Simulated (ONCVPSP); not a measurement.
## silver, ONCV: configuration errors across variants

```
Element                 : Ag
Generator               : ONCVPSP 4.0.1
Type                    : optimised norm-conserving Vanderbilt (ONCV)
Functional              : PBE
Relativity              : scalar-relativistic
Frozen core             : [Kr]
Valence charge          : 11
Reference configuration : 4d10 5s1
Partial waves           : 5s: rc 2.45 bohr, ncon 3, nbas 7, qcut 2.9 1/bohr, 2 projectors, debl 3 Ha; p scattering state at 0.17 Ha: rc 2.60 bohr, ncon 4, nbas 8, qcut 3 1/bohr, 2 projectors, debl 1.3 Ha; 4d: rc 1.45 bohr, ncon 3, nbas 8, qcut 12.7 1/bohr, 2 projectors, debl 2.5 Ha
Local potential         : polynomial inside 0.95 bohr (lpopt 5, dvloc0 2 Ha)
Core correction         : none
```

In the p channel the program set the typed energies aside and used 0.050, 1.350 Ha.

All-electron excitation energies from the reference (eV): (1) 4d10 5s0 7.757; (2) 4d9 5s0 29.871; (3) 4d8 5s0 66.064; (4) 4d10 5s0.5 3.017.

3 further variants failed, have other tests or too few solved ones, and are left out.

A true bound ghost makes a file unfit for plane-wave use even where its test errors are small: the radial tests pick states by their node count and pass the ghost by.

Errors AE − PS in meV (a dash: test not solved or not reliable):

```json
{"change": "base", "(1)": "+4.3", "(2)": "+26", "(3)": "-59", "(4)": "+0.5", "bound ghosts": "s, p", "GHOST(+) flags above zero": "none"}
{"change": "s: qcut 1.8", "(1)": "+11", "(2)": "-15", "(3)": "-165", "(4)": "+2.4", "bound ghosts": "s, p", "GHOST(+) flags above zero": "s"}
{"change": "s: qcut 2.2", "(1)": "+8.4", "(2)": "+0.2", "(3)": "-125", "(4)": "+1.7", "bound ghosts": "s, p", "GHOST(+) flags above zero": "s"}
{"change": "s: qcut 2.4", "(1)": "+7.1", "(2)": "+8.5", "(3)": "-104", "(4)": "+1.3", "bound ghosts": "s, p", "GHOST(+) flags above zero": "s"}
{"change": "s: qcut 3.2", "(1)": "+3.2", "(2)": "+32", "(3)": "-41", "(4)": "+0.2", "bound ghosts": "s, p", "GHOST(+) flags above zero": "s"}
```

(1) Give the same row for: s: qcut 3.

## Answers

(1) +4.0, +28, -53, +0.4; bound ghosts: s, p; GHOST(+) flags above zero: s.
